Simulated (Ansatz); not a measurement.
Ansatz (a quantum-chemistry and plane-wave program) input (PBE/def2-TZVP):

Ansatz 0.2 input:
```yaml
crystal:
  periodic: [false, false, false]
  atoms:
    - {symbol: Ge, position_ang: [0.01086032, -0.00616844, 0.41757255]}
    - {symbol: F, position_ang: [0.63163470, 1.16043427, -0.74230093]}
    - {symbol: F, position_ang: [-0.67024917, -1.13850205, -0.74240146]}
basis:
  gaussian:
    orbitals: def2-TZVP
hamiltonian:
  xc: {name: PBE}
relax: {f_tol: 0.003, max_steps: 100}
```

Output:

```
Functional definition: PBE
integrals: 0.03 GiB planned
670 factors; their error is unknown
mean field: 0.24 GiB planned
mean field evaluation 1: about -61938.2521 eV, gradient 5.9e1 eV
mean field evaluation 2: about -61887.3566 eV, gradient 1.8e2 eV
mean field evaluation 4: about -61943.0339 eV, gradient 6.2e0 eV
mean field evaluation 8: about -61943.0711 eV, gradient 1.3e-1 eV
mean field evaluation 16: about -61943.0712 eV, gradient 8.3e-6 eV
mean field -61943.07115854 eV, -2276.3658785547 hartree, gradient 8.0e-6 eV, S^2 0.000000; 0 other end points of the search recorded, 0 dependent functions left out
the calculation of the forces begins
reference -61943.07117947 eV, -2276.3658793237 hartree; 25, 25 occupied and 85, 85 virtual orbitals, 670 factors
relax step   1: F+E_penalty+E_count = -61943.07115854 eV  Δ(F+E_penalty+E_count) = +0.000e0 eV  max|allowed force component| = 4.263e-1 eV/Å  Δτ_max = 0.0000 Å  (28 SCF iters, accepted)
these checks for a lower state are left out or cut short: starts, cluster_reference, orbital_swaps, neighbouring_geometries, increment
integrals: 0.03 GiB planned
670 factors; their error is unknown
mean field: 0.24 GiB planned
mean field -61943.07491075 eV, -2276.3660164458 hartree, gradient 1.6e-5 eV, S^2 0.000000; 0 other end points of the search recorded, 0 dependent functions left out
the calculation of the forces begins
reference -61943.07493166 eV, -2276.3660172144 hartree; 25, 25 occupied and 85, 85 virtual orbitals, 670 factors
relax step   2: F+E_penalty+E_count = -61943.07491075 eV  Δ(F+E_penalty+E_count) = -3.752e-3 eV  max|allowed force component| = 2.242e-1 eV/Å  Δτ_max = 0.0086 Å  (29 SCF iters, accepted)
these checks for a lower state are left out or cut short: starts, cluster_reference, orbital_swaps, neighbouring_geometries, increment
integrals: 0.03 GiB planned
670 factors; their error is unknown
mean field: 0.24 GiB planned
mean field evaluation 32: about -61943.0762 eV, gradient 1.5e-5 eV
mean field -61943.07620210 eV, -2276.3660639020 hartree, gradient 1.5e-5 eV, S^2 0.000000; 0 other end points of the search recorded, 0 dependent functions left out
the calculation of the forces begins
reference -61943.07622301 eV, -2276.3660646705 hartree; 25, 25 occupied and 85, 85 virtual orbitals, 670 factors
relax step   3: F+E_penalty+E_count = -61943.07620210 eV  Δ(F+E_penalty+E_count) = -1.291e-3 eV  max|allowed force component| = 6.880e-3 eV/Å  Δτ_max = 0.0068 Å  (30 SCF iters, accepted)
these checks for a lower state are left out or cut short: starts, cluster_reference, orbital_swaps, neighbouring_geometries, increment
integrals: 0.03 GiB planned
670 factors; their error is unknown
mean field: 0.24 GiB planned
mean field -61943.07620308 eV, -2276.3660639381 hartree, gradient 7.9e-6 eV, S^2 0.000000; 0 other end points of the search recorded, 0 dependent functions left out
the calculation of the forces begins
reference -61943.07622399 eV, -2276.3660647066 hartree; 25, 25 occupied and 85, 85 virtual orbitals, 670 factors
relax step   4: F+E_penalty+E_count = -61943.07620308 eV  Δ(F+E_penalty+E_count) = -9.836e-7 eV  max|allowed force component| = 2.555e-5 eV/Å  Δτ_max = 0.0002 Å  (19 SCF iters, accepted)
integrals: 0.03 GiB planned
670 factors; their error is unknown
mean field: 0.24 GiB planned
mean field -61943.07620308 eV, -2276.3660639381 hartree, gradient 1.3e-5 eV, S^2 0.000000; 1 other end points of the search recorded, 0 dependent functions left out
the calculation of the forces begins
reference -61943.07622399 eV, -2276.3660647066 hartree; 25, 25 occupied and 85, 85 virtual orbitals, 670 factors
Total energy: -61943.07622399 eV, -2276.3660647066 hartree
Atom 0 at     0.010925    -0.006205     0.420074 Å, force     0.000001    -0.000000     0.000024 eV/Å
Atom 1 at     0.639206     1.173881    -0.743551 Å, force     0.000014     0.000026    -0.000012 eV/Å
Atom 2 at    -0.677886    -1.151911    -0.743653 Å, force    -0.000015    -0.000025    -0.000012 eV/Å
Dipole moment:     0.013307    -0.007558     0.511642 e Å
```
